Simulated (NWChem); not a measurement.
# SiICl, singlet; SMILES Cl[Si]I

```xyz
3

Si     1.0480    -1.1219     0.0000
Cl    -0.5563    -2.4607     0.0000
I     -0.0991     1.0900     0.0000
```
Atoms are numbered in this order, from 1.

Level: PBE0/def2-SVP with def2 effective core potentials on I (NWChem), optimised geometry, unscaled harmonic frequencies. Low-valent species are run as closed-shell singlets; no triplet was tried in these runs. def2 effective core potentials on I; no spin-orbit coupling.

### Question
List the harmonic frequencies with IR intensities, and the thermochemistry.

### Answer
```tsv
frequency (cm⁻¹)	IR intensity (km/mol)
139	0.4
352	87.5
528	138.2
```

```
Property                                                                            Value
-----------------------------------------------------------------------  ----------------
zero-point energy                                                            1.5 kcal/mol
thermal correction to the enthalpy at 298.15 K (with zero-point energy)      4.6 kcal/mol
heat capacity Cv                                                         10.6 cal/(mol K)
entropy at 298.15 K and 1 atm (symmetry number 1)                        73.5 cal/(mol K)
```

Rigid rotor and harmonic oscillator.
